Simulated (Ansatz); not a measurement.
Coupled-cluster diagnostics for SbF₃, Ansatz.

Geometry of the singlet (B3LYP-D4/def2-TZVP):

```xyz
4

Sb   -0.649    0.349   -0.132
F    -0.068   -1.114   -1.199
F    -0.297   -0.507    1.529
F     1.013    1.272   -0.198
```

In the def2 sets Sb takes a core potential; there is no spin–orbit coupling. Correlated methods freeze 7 core orbitals; core or outer-core shells of Sb are correlated, in sets that lack core-valence functions.

(1) Estimate the CCSD(T) correlation energy, the shares of MP2 and (T), T1 and the reference's ⟨S²⟩ for: charge 0, singlet, own geometry in def2-TZVPP; charge 1, doublet, vertical in def2-TZVPP; and the rough time on 4 threads of Arm Neoverse V2 on a shared host.

Results:

(1) 
```json
{"state": "charge 0, singlet, own geometry", "basis": "def2-TZVPP", "correlation (eV)": "-30.254", "MP2 share (%)": "98.5", "(T) share (%)": "2.9", "T1": "0.016", "⟨S²⟩ (pure)": "0.00 (0.00)", "wall time": "9.5 s"}
{"state": "charge 1, doublet, vertical", "basis": "def2-TZVPP", "correlation (eV)": "-29.805", "MP2 share (%)": "97.9", "(T) share (%)": "3.3", "T1": "0.023", "⟨S²⟩ (pure)": "0.79 (0.75)", "wall time": "41 s"}
```
Customary marks for T1 are 0.02 (closed shells), 0.045 (open shells) and about 0.05 (3d metals). T1 exceeds 0.02 in 1 of 2 rows and 0.045 in 0; the higher it lies, the less the single-reference result can be trusted.
